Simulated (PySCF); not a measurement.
BO, SMILES [B]=O, multiplicity 2.

Geometry optimised at B3LYP-D3(BJ)/def2-TZVPD.

Two levels are set side by side: PBE/def2-TZVPD (PySCF) and M06-2X/def2-TZVPD (PySCF). Same geometry, gas phase. Differences are taken from unrounded values.

```csv
quantity,M06-2X
α-spin orbital gap (eV),11.35
β-spin orbital gap (eV),4.86
dipole moment (D),2.52
mean polarisability (bohr³),16.3
```

### Question
What does PBE give, and how far is it from M06-2X? (Estimate from the structure and the level; the computed values follow.)

### Answer

```json
[
 {"quantity": "α-spin orbital gap (eV)", "PBE": "6.76", "PBE minus M06-2X": "-4.59"},
 {"quantity": "β-spin orbital gap (eV)", "PBE": "3.68", "PBE minus M06-2X": "-1.18"},
 {"quantity": "dipole moment (D)", "PBE": "2.17", "PBE minus M06-2X": "-0.35"},
 {"quantity": "mean polarisability (bohr³)", "PBE": "17.8", "PBE minus M06-2X": "1.5"}
]
```

PBE's more diffuse valence density responds more strongly to a field. Differences between two approximate levels are no errors against the true value.

Rough cost on one machine, each run with all the roots and properties that it gave: M06-2X against PBE about 3 times.
